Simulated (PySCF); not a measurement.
# One molecule, several mistakes: BCGeH6Si cation

Calculated results; nothing here was measured. They come from PySCF 2.14.0, an open-source quantum chemistry program, on an isolated molecule that a program drew, which may never have been made. The molecule is BCGeH6Si cation (charge +1, singlet), drawn as the SMILES string `B=[CH][GeH+][SiH3]`.

Each row is a Hartree-Fock (HF) and frozen-core CCSD(T) single point in the cc-pV(D+d)Z basis, meant for a local HF minimum. Run 1 is clean. Each other run has one planted mistake out of seven kinds, and not every kind appears here: one electron removed, one electron added, multiplicity raised by two, geometry at a saddle point, minimal basis STO-3G, one bond length entered in bohr, all coordinates scaled. The reference is restricted for singlets and unrestricted otherwise, and also for a bond in bohr. Adding or removing an electron swaps singlet and doublet. Electrons count all cores. HOMO and LUMO are orbital energies over both spins, the gradient is its largest component, and the lowest frequency (negative if imaginary) is given only where the gradient is small. Bond lengths are over the 9 bonds as drawn. T1 is the CCSD diagnostic: over 0.02 (restricted) or 0.045 (unrestricted) a single reference is doubtful. Germanium has the cc-pVDZ-PP basis, with a core potential (ECP10MDF) in place of its 10 inner electrons, and its 3s, 3p and 3d shells are frozen in CCSD(T).

Geometry of the clean run:
```xyz
10
BCGeH6Si cation, angstrom
B    -2.8175   -2.8370    0.2823
C    -2.0263   -1.7012    0.5309
Ge   -0.2401   -1.8362    0.0917
Si    1.4131   -0.0681    0.3877
H    -3.4148   -3.8191    0.0482
H    -2.4060   -0.7785    0.9558
H     0.1338   -3.1940   -0.4933
H     2.4110   -0.6585    1.2916
H     0.6706    1.0592    0.9666
H     1.9202    0.1793   -0.9698
```

```
run  electrons  basis functions  <S^2>  HOMO (eV)  LUMO (eV)  gradient (hartree/bohr)  lowest frequency (cm^-1)  mean bond (Å)  longest bond (Å)      T1  HF (hartree)  CCSD(T) (hartree)                          mistake
  1         62              104  0.000     -14.87      -4.47                  1.2e-05                        49         1.5423             2.439  0.0154    -648.06542         -648.51414                         no fault
  2         62              104  0.898     -14.20      -4.67                  1.1e-02                         -         1.6931             2.882  0.0324    -647.96863         -648.40159  one bond length entered in bohr
  3         63              104  0.865      -6.15       1.86                  3.6e-02                         -         1.5423             2.439  0.0251    -648.26015         -648.72467               one electron added
  4         62              104  2.025     -11.65      -6.29                  9.0e-02                         -         1.5423             2.439  0.0174    -647.97509         -648.39193       multiplicity raised by two
  5         61              104  0.756     -21.16     -12.19                  7.5e-02                         -         1.5423             2.439  0.0156    -647.57658         -647.97410                                ?
  6         62              104  0.000     -15.37      -4.45                  3.0e-02                         -         1.4837             2.346  0.0146    -648.05065         -648.49403                                ?
```

**Which mistake was planted in run 5, and what did it cost?**

It counts 61 electrons, one fewer than the clean run, at the same geometry and basis. So the mistake is: one electron removed. Subtracting run 1 and multiplying by 627.51 kcal/mol a hartree, the energy moved by 306.8 kcal/mol in HF and 338.9 kcal/mol in CCSD(T).

**Which mistake was planted in run 6, and what did it cost?**

The mean and the longest bond both change by the same factor, 0.962, and the gradient is no longer small. So the mistake is: all coordinates scaled. Subtracting run 1 and multiplying by 627.51 kcal/mol a hartree, the energy moved by 9.3 kcal/mol in HF and 12.6 kcal/mol in CCSD(T).

